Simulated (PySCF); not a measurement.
C6, SMILES c1#cc#cc#c1.

Geometry optimised at r2SCAN-D4/def2-SVP. The geometry has at least one imaginary mode, so it is a saddle point at that level.

Calculation: PySCF with SMD-PBE0/6-31G*.

Solvation free energies are E(SMD) − E(gas) at the gas-phase geometry, for 1 M in both phases. In vacuum the dipole moment is 0.00 D.

```csv
solvent,ΔG(solv) (kcal/mol),its non-electrostatic (CDS) part,dipole (D)
water,3.2,3.3,0.00
chloroform,-2.8,-2.7,0.00
1-octanol,0.7,0.8,0.00
```
